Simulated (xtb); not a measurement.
C$_{4}$H$_{7}$, charge -1, singlet, geometry from GFN2-xTB; GFN1-xTB run with xtb.

xtb was given this input:
```
$ xtb mol.xyz --gfn 1 --chrg -1 --json

# file mol.xyz
11

C     -0.19024082     0.13060277     1.42330928
C     -0.00498966     0.11664803     0.05908609
H     -0.28744948     1.05632604     1.97577308
H     -0.20755370    -0.77968074     2.01169741
C      0.08676696     1.20492954    -0.78061181
H      0.17732246     1.09117949    -1.85501323
H     -0.03223483     2.21755638    -0.41733078
C      0.10356375    -1.24871026    -0.60034753
H      0.36600386    -2.02101005     0.12619141
H     -0.84814294    -1.53662037    -1.06173446
H      0.86145311    -1.24857125    -1.38819972
```

The log (banner, timings and long lists left out):

```
   ID    Z sym.   atoms
    1    6 C      1, 2, 5, 8
    2    1 H      3, 4, 6, 7, 9-11

           -------------------------------------------------
          |                Calculation Setup                |
           -------------------------------------------------

           -------------------------------------------------
          |                 G F N 1 - x T B                 |
           -------------------------------------------------

          ...................................................
          :                      SETUP                      :
          :.................................................:
          :  # basis functions                  30          :
          :  # atomic orbitals                  30          :
          :  # shells                           22          :
          :  # electrons                        24          :
          :  # halogen bonds                     0          :
          :  max. iterations                   250          :
          :  Hamiltonian                  GFN1-xTB          :
          :  restarted?                      false          :
          :  GBSA solvation                  false          :
          :  PC potential                    false          :
          :  electronic temp.          300.0000000     K    :
          :  accuracy                    1.0000000          :
          :  -> integral cutoff          0.2500000E+02      :
          :  -> integral neglect         0.1000000E-07      :
          :  -> SCF convergence          0.1000000E-05 Eh   :
          :  -> wf. convergence          0.2000000E-04 e    :
          :  Broyden damping             0.4000000          :
          :  net charge                         -1          :
          :  unpaired electrons                  0          :
          ...................................................

 iter      E             dE          RMSdq      gap      omega  full diag
   1    -12.5250468 -0.125250E+02  0.951E+00    4.78       0.0  T
   2    -12.5665764 -0.415297E-01  0.563E+00    4.04       1.0  T
   3    -12.5672021 -0.625689E-03  0.842E-01    3.96       1.0  T
   4    -12.5675908 -0.388671E-03  0.117E-01    4.04       1.0  T
   5    -12.5676327 -0.418795E-04  0.288E-02    4.04       1.0  T
   6    -12.5676331 -0.378117E-06  0.150E-03    4.04      20.1  T
   7    -12.5676331 -0.967849E-08  0.415E-04    4.04      72.6  T
   8    -12.5676331 -0.702615E-09  0.726E-05    4.04     415.3  T
[...]
         :: total energy             -12.370053836924 Eh    ::
[...]
      -------------------------------------------------------------
                  HL-Gap            0.1485535 Eh            4.0423 eV
             Fermi-level           -0.0183907 Eh           -0.5004 eV

  Mulliken/CM5 charges         n(s)   n(p)   n(d)
     1C    -0.39779 -0.49760   0.990  3.408  0.000
     2C     0.06632  0.04271   1.056  2.878  0.000
     3H    -0.02720  0.02577   1.027  0.000  0.000
     4H    -0.03896  0.01402   1.039  0.000  0.000
     5C    -0.40046 -0.50020   0.990  3.410  0.000
     6H    -0.03918  0.01385   1.039  0.000  0.000
     7H    -0.02735  0.02562   1.027  0.000  0.000
     8C    -0.08554 -0.22971   1.003  3.083  0.000
     9H    -0.01538  0.03681   1.015  0.000  0.000
    10H    -0.01805  0.03321   1.018  0.000  0.000
    11H    -0.01640  0.03552   1.016  0.000  0.000

Wiberg/Mayer (AO) data.
largest (>0.10) Wiberg bond orders for each atom

 ---------------------------------------------------------------------------
     #   Z sym  total        # sym  WBO       # sym  WBO       # sym  WBO
 ---------------------------------------------------------------------------
     1   6 C    3.751 --     2 C    1.494     3 H    0.982     4 H    0.981
                             5 C    0.254
     2   6 C    3.977 --     1 C    1.494     5 C    1.488     8 C    0.988
     3   1 H    1.007 --     1 C    0.982
     4   1 H    1.006 --     1 C    0.981
     5   6 C    3.747 --     2 C    1.488     6 H    0.982     7 H    0.982
                             1 C    0.254
     6   1 H    1.006 --     5 C    0.982
     7   1 H    1.007 --     5 C    0.982
     8   6 C    3.981 --     2 C    0.988     9 H    0.987    11 H    0.986
                            10 H    0.983
     9   1 H    1.017 --     8 C    0.987
    10   1 H    1.018 --     8 C    0.983
    11   1 H    1.018 --     8 C    0.986
 ---------------------------------------------------------------------------

Topologies differ in total number of bonds
Writing topology from bond orders to xtbtopo.mol

 dipole moment from electron density (au)
     X       Y       Z
   0.0493  -1.0410  -0.4957  total (Debye):    2.933

           -------------------------------------------------
          | TOTAL ENERGY              -12.370053836924 Eh   |
          | GRADIENT NORM               0.013355350967 Eh/α |
          | HOMO-LUMO GAP               4.042346988372 eV   |
           -------------------------------------------------

normal termination of xtb
```
